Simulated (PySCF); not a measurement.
Ge(Et)(Vi)2(NH2), SMILES C=[CH][Ge]([NH2])([CH]=C)[CH2]C, GFN2-xTB optimised geometry.

```
21

C     -0.49    -3.04    -2.51
C     -1.16    -2.40    -1.57
Ge    -0.35    -1.50     0.00
N      1.48    -1.50     0.00
C     -0.89     0.39     0.00
C     -0.09     1.38     0.34
C     -0.90    -2.44     1.68
C     -0.33    -1.76     2.92
H      0.59    -3.11    -2.48
H     -0.96    -3.52    -3.36
H     -2.24    -2.36    -1.65
H      1.92    -1.03    -0.78
H      1.92    -2.41     0.09
H     -1.92     0.60    -0.29
H     -0.41     2.41     0.35
H      0.93     1.19     0.63
H     -0.56    -3.47     1.63
H     -1.99    -2.47     1.74
H     -0.63    -2.30     3.83
H      0.75    -1.73     2.87
H     -0.70    -0.74     2.99
```

Density from PBE0/def2-SVP (PySCF) at that geometry.

Minimum of the electron density along straight lines between bonded atoms, close to the bond critical point (lines longer than 1.1 times the sum of covalent radii, or with two minima, are not listed):

| bond | length / Å | ρ at the minimum / e bohr⁻³ | ∇²ρ there / e bohr⁻⁵ | position (fraction from the first atom) |
|---|---|---|---|---|
| C1–C2 | 1.321 | 0.344 | -0.92 | 0.50 |
| C2–Ge3 | 1.987 | 0.122 | 0.06 | 0.54 |
| Ge3–N4 | 1.834 | (withheld) | 0.42 | 0.47 |
| Ge3–C5 | 1.968 | 0.126 | 0.06 | 0.47 |
| C5–C6 | 1.321 | 0.344 | -0.92 | 0.50 |
| Ge3–C7 | 2.002 | 0.121 | (withheld) | 0.47 |
| C7–C8 | 1.520 | (withheld) | -0.54 | 0.50 |
| C1–H9 | 1.080 | 0.282 | -1.07 | 0.63 |
| C1–H10 | 1.081 | 0.281 | -1.07 | 0.63 |
| C2–H11 | 1.082 | 0.279 | -1.03 | 0.63 |
| N4–H12 | 1.011 | 0.331 | -1.51 | 0.76 |
| N4–H13 | 1.010 | 0.331 | -1.51 | 0.76 |
| C5–H14 | 1.083 | 0.278 | -1.03 | 0.63 |
| C6–H15 | 1.081 | 0.281 | -1.07 | 0.63 |
| C6–H16 | 1.078 | 0.284 | -1.10 | 0.64 |
| C7–H17 | 1.091 | 0.272 | -0.96 | 0.62 |
| C7–H18 | 1.091 | 0.273 | -0.97 | 0.62 |
| C8–H19 | 1.089 | 0.275 | -1.00 | 0.62 |
| C8–H20 | 1.087 | 0.278 | -1.02 | 0.63 |
| C8–H21 | 1.088 | 0.277 | -1.01 | 0.62 |

**Question.** Complete the blanks.

**Answer.** 
- Ge3–N4, ρ at the minimum / e bohr⁻³: 0.138
- Ge3–C7, ∇²ρ there / e bohr⁻⁵: 0.02
- C7–C8, ρ at the minimum / e bohr⁻³: 0.242
